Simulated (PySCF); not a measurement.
## Deuteron quadrupole couplings in `CC#CP(C)[SiH](C)C`

C6H13PSi.
Geometry (GFN2-xTB, Å), atoms numbered from 1 in this order:
```
atom  x, y, z in Å
C1     3.791   -0.987    0.667
C2     2.553   -0.243    0.574
C3     1.509    0.344    0.442
P4     0.038    1.305    0.433
C5     0.295    2.168   -1.194
Si6   -1.364   -0.330   -0.247
C7    -1.464   -1.594    1.170
C8    -3.066    0.479   -0.531
H9     4.486   -0.474    1.332
H10    4.248   -1.081   -0.318
H11    3.596   -1.985    1.061
H12    0.569    1.467   -1.979
H13    1.088    2.907   -1.082
H14   -0.624    2.683   -1.466
H15   -0.959   -1.026   -1.488
H16   -2.158   -2.395    0.935
H17   -1.802   -1.122    2.089
H18   -0.493   -2.036    1.366
H19   -3.051    1.152   -1.383
H20   -3.827   -0.271   -0.718
H21   -3.375    1.055    0.337
```

Level: PBE0/pcSseg-1 (PySCF, non-relativistic); Q(2H) = 0.00286 b; rigid geometry, the same for H and D, with no vibrational averaging.

Question: Rank these positions by the coupling χzz of a deuteron there, largest first.
A. H16 (methyl hydrogen)
B. H12 (methyl hydrogen)
C. H11 (methyl hydrogen)
D. H15 (Si–H hydrogen)

Answer: A (221 kHz), B (211 kHz), C (207 kHz), D (103 kHz).

Q: What are Vzz, η and χzz (234.96 MHz × Q × Vzz) at all hydrogens?

A: 
| atom | bonded to | bond length (Å) | Vzz (au) | η | χzz (kHz) |
| --- | --- | --- | --- | --- | --- |
| H9 | C1 | 1.090 | 0.3072 | 0.02 | 206 |
| H10 | C1 | 1.090 | 0.3076 | 0.02 | 207 |
| H11 | C1 | 1.090 | 0.3079 | 0.02 | 207 |
| H12 | C5 | 1.088 | 0.3142 | 0.01 | 211 |
| H13 | C5 | 1.089 | 0.3143 | 0.02 | 211 |
| H14 | C5 | 1.088 | 0.3161 | 0.02 | 212 |
| H15 | Si6 | 1.480 | 0.1528 | 0.01 | 103 |
| H16 | C7 | 1.085 | 0.3283 | 0.01 | 221 |
| H17 | C7 | 1.086 | 0.3248 | 0.01 | 218 |
| H18 | C7 | 1.086 | 0.3253 | 0.01 | 219 |
| H19 | C8 | 1.086 | 0.3266 | 0.01 | 220 |
| H20 | C8 | 1.085 | 0.3284 | 0.01 | 221 |
| H21 | C8 | 1.087 | 0.3239 | 0.02 | 218 |

Q: Average by the element that carries the hydrogen.

A: on C: 214 kHz over 12 positions, mean bond length 1.088 Å; on Si: 103 kHz over 1 position, mean bond length 1.480 Å.

Q: A static deuteron (I = 1) shows a doublet split by (3/2)χ, (3/4)χ(1 + η) and (3/4)χ(1 − η) with the field along z, y and x of the gradient. What are these for H16?

A: With |χ| = 220.6 kHz and η = 0.010: 331, 167 and 164 kHz, to first order and without motion.

The structure is a single GFN2-xTB conformer in the gas phase; no vibrational or solvent corrections. GFN2-xTB bond lengths can be off by several hundredths of an ångström, more for odd bonds, and the gradients follow them. With so small a basis the couplings can be 20 % off.
